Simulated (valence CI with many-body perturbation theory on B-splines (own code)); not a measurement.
## Au LXXV: electric-dipole lines

Level of theory: configuration interaction combined with many-body perturbation theory (CI+MBPT): three valence electrons over a frozen Dirac-Fock core [He], a basis of 11 s, 11 p, 10 d, 8 f, 5 g, 2 h functions for each j, with the one-electron correlation potential Σ1 (screened to all orders), the two-electron term Σ2, the three-electron term Σ3, Breit, model QED; selected single and double excitations, second order for the rest, scaled by the run's own slope (own B-spline code, finite nucleus).

The last digits are not significant, and no measured levels were compared; by estimate large intervals hold to a few tenths of a per cent, small ones and those within an open d or f shell to about a per cent.

Lines 51 to 100 of 575 in falling wavelength, among levels below 18327 eV, chosen from the strongest by gf and those to the six lowest levels. Wavelengths and rates use the calculated energies. Electric multipoles are in the length gauge, E1 and E2 with the static RPA response of the core. Weak lines are less certain than strong ones. Lines between different terms over intervals too small for the method are left out, as are lines whose strength nearly cancels. The highest levels of a list are the least certain.

Levels are named by their leading jj configuration (3d3/2^4 stands for four electrons in 3d with j = 3/2), which in mixed levels can hold well under half, so a name can repeat and another be missing. Letters in brackets count levels of one name in rising energy.

```csv
λ vac (Å),Upper,Lower,A (s⁻¹),log gf,Branch %
46.26,(2s^2 4d3/2) J=3/2,(2s^2 4p1/2) J=1/2,4.98e+11,-0.19,0.1
46.15,(2s 2p1/2 4d3/2) J=5/2,(2s 2p1/2 4p1/2) J=3/2,4.67e+11,-0.05,0.1
45.83,(2s 2p1/2 4p3/2) J=1/2,(2s 2p1/2 4s) J=1/2 [b],4.12e+11,-0.59,0.1
45.14,(2s 2p1/2 4d3/2) J=3/2 [b],(2s 2p1/2 4p1/2) J=3/2,2.45e+11,-0.52,0.0
45.02,(2p1/2^2 4p3/2) J=3/2,(2p1/2^2 4s) J=1/2,6.31e+11,-0.11,0.2
44.99,(2s 2p1/2 4p3/2) J=3/2 [b],(2s 2p1/2 4s) J=1/2 [b],3.55e+11,-0.37,0.1
44.00,(2s 2p1/2 4p3/2) J=3/2 [a],(2s 2p1/2 4s) J=1/2 [a],6.69e+11,-0.11,0.3
43.74,(2s^2 4p3/2) J=3/2,(2s^2 4s) J=1/2,6.92e+11,-0.10,0.7
43.54,(2s 2p1/2 4p3/2) J=5/2,(2s 2p1/2 4s) J=3/2,6.46e+11,0.04,0.7
43.38,(2s 2p1/2 4p3/2) J=3/2 [b],(2s 2p1/2 4s) J=3/2,3.21e+11,-0.44,0.1
40.68,(2s 2p1/2^2) J=1/2,(2s^2 2p1/2) J=1/2,3.05e+10,-1.82,100.0
39.28,(2p1/2^2 4s) J=1/2,(2s 2p1/2 4s) J=1/2 [b],2.02e+11,-1.03,0.1
39.19,(2p1/2^2 2p3/2) J=3/2,(2s 2p1/2 2p3/2) J=1/2,1.63e+10,-1.82,0.1
36.65,(2s 2p1/2 2p3/2) J=1/2,(2s^2 2p3/2) J=3/2,2.21e+10,-2.05,0.1
36.47,(2s 2p1/2 2p3/2) J=3/2 [b],(2s^2 2p3/2) J=3/2,1.60e+10,-1.89,0.1
31.23,(2p1/2^2 2p3/2) J=3/2,(2s 2p1/2 2p3/2) J=5/2,9.02e+10,-1.28,0.5
28.25,(2p1/2^2 2p3/2) J=3/2,(2s 2p1/2 2p3/2) J=3/2 [a],2.35e+10,-1.95,0.1
20.19,(2p1/2 2p3/2 3d3/2) J=5/2 [b],(2p1/2 2p3/2 3p1/2) J=3/2 [b],8.31e+11,-0.52,0.0
20.05,(2s 2p1/2 3d3/2) J=3/2 [b],(2s 2p1/2 3p1/2) J=1/2 [b],8.04e+11,-0.71,0.0
20.00,(2p1/2 2p3/2 3d3/2) J=3/2 [b],(2p1/2 2p3/2 3p1/2) J=3/2 [b],9.24e+11,-0.65,0.0
19.92,(2s 2p1/2 3d3/2) J=1/2,(2s 2p1/2 3p1/2) J=1/2 [b],1.21e+12,-0.84,0.0
19.64,(2p1/2 2p3/2 3d3/2) J=1/2 [b],(2p1/2 2p3/2 3p1/2) J=3/2 [b],1.17e+12,-0.87,0.0
19.57,(2p1/2 2p3/2 3d3/2) J=5/2 [a],(2p1/2 2p3/2 3p1/2) J=5/2,2.87e+11,-1.01,0.1
19.47,(2s 2p3/2 3d3/2) J=5/2 [a],(2s 2p3/2 3p1/2) J=5/2,8.25e+11,-0.55,0.0
19.45,(2s 2p3/2 3d3/2) J=3/2 [b],(2s 2p3/2 3p1/2) J=3/2 [b],6.06e+11,-0.86,0.0
19.44,(2s 2p3/2 3d3/2) J=5/2 [a],(2s 2p3/2 3p1/2) J=3/2 [a],7.17e+11,-0.61,0.0
19.41,(2s 2p3/2 3d3/2) J=3/2 [b],(2s 2p3/2 3p1/2) J=1/2,7.95e+11,-0.75,0.0
19.32,(2p3/2^2 3d3/2) J=7/2,(2p3/2^2 3p1/2) J=5/2,1.59e+12,-0.15,0.1
19.31,(2p3/2^2 3d3/2) J=3/2 [a],(2p3/2^2 3p1/2) J=3/2,1.25e+12,-0.55,0.1
19.30,(2p3/2^2 3d3/2) J=5/2,(2p3/2^2 3p1/2) J=5/2,8.43e+11,-0.55,0.0
19.27,(2s 2p3/2 3d3/2) J=5/2 [b],(2s 2p3/2 3p1/2) J=3/2 [b],1.59e+12,-0.28,0.1
19.26,(2p3/2^2 3d3/2) J=5/2,(2p3/2^2 3p1/2) J=3/2,7.46e+11,-0.60,0.0
19.26,(2s 2p3/2 3d5/2) J=7/2 [b],(2p1/2 2p3/2 3s) J=5/2,8.36e+11,-0.43,0.1
19.25,(2p3/2^2 3p3/2) J=5/2,(2p3/2^2 3s) J=3/2,1.12e+12,-0.43,0.2
19.25,(2p3/2^2 3d3/2) J=3/2 [b],(2p3/2^2 3p1/2) J=1/2,1.55e+12,-0.46,0.1
19.24,(2s 2p3/2 3d3/2) J=3/2 [a],(2s 2p3/2 3p1/2) J=3/2 [a],1.28e+12,-0.55,0.1
19.21,(2p3/2^2 3p3/2) J=1/2,(2p3/2^2 3s) J=3/2,2.34e+12,-0.59,0.4
19.20,(2p1/2 2p3/2 3p3/2) J=3/2 [a],(2p1/2 2p3/2 3s) J=3/2 [b],9.71e+11,-0.67,0.1
19.20,(2p1/2 2p3/2 3d3/2) J=3/2 [a],(2p1/2 2p3/2 3p1/2) J=3/2 [a],6.16e+11,-0.87,0.1
19.19,(2s 2p3/2 3d3/2) J=7/2,(2s 2p3/2 3p1/2) J=5/2,1.54e+12,-0.17,0.1
19.19,(2p1/2 2p3/2 3d3/2) J=5/2 [a],(2p1/2 2p3/2 3p1/2) J=3/2 [a],1.26e+12,-0.38,0.4
19.18,(2s^2 3d3/2) J=3/2,(2s^2 3p1/2) J=1/2,1.54e+12,-0.47,0.1
19.16,(2p1/2^2 3d3/2) J=3/2,(2p1/2^2 3p1/2) J=1/2,1.57e+12,-0.46,0.4
19.13,(2s 2p1/2 3d3/2) J=3/2 [a],(2s 2p1/2 3p1/2) J=1/2 [a],1.52e+12,-0.48,0.2
19.11,(2p3/2^2 3d3/2) J=1/2,(2p3/2^2 3p1/2) J=3/2,1.64e+12,-0.75,0.1
19.08,(2p1/2 2p3/2 3d3/2) J=7/2,(2p1/2 2p3/2 3p1/2) J=5/2,1.59e+12,-0.16,1.8
19.06,(2s 2p3/2 3d3/2) J=1/2 [a],(2s 2p3/2 3p1/2) J=3/2 [a],1.70e+12,-0.73,0.1
19.04,(2s 2p1/2 3d3/2) J=5/2,(2s 2p1/2 3p1/2) J=3/2,1.56e+12,-0.29,0.4
19.04,(2s 2p3/2 3p3/2) J=3/2 [a],(2s 2p3/2 3s) J=3/2 [a],1.91e+12,-0.38,0.4
19.02,(2p1/2 2p3/2 3d3/2) J=3/2 [a],(2p1/2 2p3/2 3p1/2) J=1/2,8.95e+11,-0.71,0.1
```
